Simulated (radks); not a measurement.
Initial-state core-level shifts of the osmium ion Os+ when its valence configuration changes from [Xe] 4f14 5d6 6s1. Method: Dirac Kohn-Sham, PBE, spin-unpolarised, spherical densities, point nucleus; open shells are shared between the two j in proportion to 2j + 1; computed with a radial shooting solver on a logarithmic mesh with Libxc functionals. Shifts are changes of the shell-averaged eigenvalues in eV (positive: less bound).

4f13.5 5d6 6s1 6p0.5: 2s -8.215; 3s -9.026; 4s -8.263; 4d -7.815
4f14 5d6 6p1: 2s -1.554; 3s -1.562; 4s -1.567; 4d -1.563
4f13.5 5d5 6s1 6p1.5: 2s -13.198; 3s -13.960; 4s -13.170; 4d -12.726
4f14 5d7: 2s +2.885; 3s +2.856; 4s +2.845; 4d +2.854
4f14 5d5 6p2: 2s -6.268; 3s -6.236; 4s -6.223; 4d -6.226
4f14 5d5 6s1 6p1: 2s -4.765; 3s -4.727; 4s -4.710; 4d -4.716
4f12 5d6 6s1 6p2: 2s -34.657; 3s -38.064; 4s -34.494; 4d -32.580
4f13 5d6 6s1 6p1: 2s -16.744; 3s -18.394; 4s -16.785; 4d -15.868
4f14 5d5 6s2: 2s -3.194; 3s -3.150; 4s -3.130; 4d -3.139
